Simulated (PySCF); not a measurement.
Si(H)(SH) (H2SSi), SMILES [SiH]S (connectivity only; charge and spin as stated), neutral, multiplicity 1.

Geometry: PBE-D3(BJ)/def2-TZVP.

These are PBE/def2-TZVPD run with PySCF values and carry that method's errors.

Symmetry labels are those of the subgroup Cs that the program uses (full group Cs).

Computed valence orbital energies around the gap with their symmetry:
| orbital | symmetry | energy (eV) |
|---|---|---|
| HOMO−7 | A' | -94.76 |
| HOMO−6 | A' | -94.65 |
| HOMO−5 | A' | -18.51 |
| HOMO−4 | A' | -12.39 |
| HOMO−3 | A' | -9.82 |
| HOMO−2 | A' | -8.15 |
| HOMO−1 | A" | -7.26 |
| HOMO | A' | -5.91 |
| LUMO | A" | -3.37 |
| LUMO+1 | A' | -1.03 |
| LUMO+2 | A' | -0.55 |
| LUMO+3 | A' | 0.16 |
